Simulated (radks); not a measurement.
Spherical quantum dot in the effective-mass picture: electrons in a well V = -V0 / (1 + exp((r - R)/a)) with V0 = 5.88, R = 8.52, a = 0.97, all in effective atomic units (hartree* = m*/eps^2 hartree, bohr* = eps/m* bohr), one dielectric constant everywhere. Calculated with a radial shooting solver with Libxc functionals: non-relativistic Kohn-Sham, LDA (Slater exchange, Perdew-Wang correlation), spin-polarised, spherical densities. Levels are named by radial order and angular momentum (1s, 1p, 1d, 2s, ...), and open shells are averaged over m.

N = 17, configuration 1s2 1p6 1d(up 5, down 4). This is the lowest configuration that the search found. Occupied and some empty levels:

level,occupation,eigenvalue (hartree*),<r> (bohr*)
1s up,1,-2.7663,4.920
1s down,1,-2.7607,4.913
1p up,3,-2.7166,5.139
1p down,3,-2.7108,5.138
1d up,5,-2.6320,5.350
1d down,4,-2.6261,5.351
1f up,0,-2.5184,5.541
1f down,0,-2.5125,5.543
2s up,0,-2.4397,3.718
2s down,0,-2.4369,3.713
2p up,0,-2.3078,4.351
2p down,0,-2.3043,4.347

Energy (hartree*): total -69.7356, kinetic 3.3305, external -94.824, Hartree 25.344, exchange-correlation -3.5853.
